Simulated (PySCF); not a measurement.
**Excitation energy of Co by level of theory**

Co [Ar] 3d7 4s2 (4F) → Co [Ar] 3d9 (2D), as a difference of total energies. Computed with PySCF 2.14 in def2-QZVPPD, with the non-relativistic Hamiltonian (point nucleus). Correlated levels: valence: [Ar] frozen; valence and next inner shell: [Ne] frozen. The calculations carry no spin-orbit coupling.

```json
{"method": "UHF", "excitation energy (eV)": "7.192"}
{"method": "LDA", "excitation energy (eV)": "1.450"}
{"method": "PBE", "excitation energy (eV)": "1.925"}
{"method": "PBE0", "excitation energy (eV)": "3.028"}
{"method": "r2SCAN", "excitation energy (eV)": "2.990"}
{"method": "r2SCANh", "excitation energy (eV)": "3.317"}
{"method": "B2PLYP", "excitation energy (eV)": "2.530"}
{"method": "CAM-B3LYP", "excitation energy (eV)": "2.809"}
{"method": "wB97M-V", "excitation energy (eV)": "2.869"}
{"method": "MP2 (valence)", "excitation energy (eV)": "1.525"}
{"method": "SCS-MP2 (valence)", "excitation energy (eV)": "2.031"}
{"method": "MP2 (valence and next inner shell)", "excitation energy (eV)": "0.360"}
{"method": "SCS-MP2 (valence and next inner shell)", "excitation energy (eV)": "1.199"}
```

Problem. How much does correlation contribute at MP2 (valence and next inner shell)?

Solution. 0.360 − (7.192) = -6.832 eV, measured against UHF.

A first-order spin-orbit estimate (lowest level to lowest level, LS coupling) adds 0.048 eV.
